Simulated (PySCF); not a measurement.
Basis-set dependence of the ionisation energy of Tb⁺

Tb⁺ [Xe] 4f9 6s1 (high-spin determinant) → Tb²⁺ [Xe] 4f9 (high-spin determinant). All values are computed (PySCF 2.14, energy differences of UHF-based or UKS calculations, no spin-orbit coupling). Values in eV.

```
                                                            basis    Hamiltonian  functions     UHF     PBE    PBE0  MP2 (valence)
                                                      cc-pVDZ-X2C  spin-free X2C         84  10.688  11.734  11.506         11.404
                                                     ANO-RCC-VTZP  spin-free X2C        104  10.688  11.783  11.551         11.507
                                                     x2c-TZVPPall  spin-free X2C        113  10.691  11.718  11.511         11.515
x2c-TZVPPall with one added diffuse shell each of s, p, d, f type  spin-free X2C        129  10.702  11.782  11.553         11.544
                                                      cc-pVTZ-X2C  spin-free X2C        145  10.694     n/a     n/a            n/a
                                                    cc-pwCVTZ-X2C  spin-free X2C        186  10.695     n/a     n/a            n/a
```

Frozen in the all-electron rows: valence: [Kr] 4d10.

Both determinants mix LS terms of the configuration, so the numbers do not refer to single terms; with the open shell unchanged, much of this cancels in the difference.

Between the lowest levels the reference is 11.513 ± 0.02 eV (semi-empirical (NIST evaluation); NIST Atomic Spectra Database, ionization energies); it includes spin-orbit coupling, which these numbers lack.
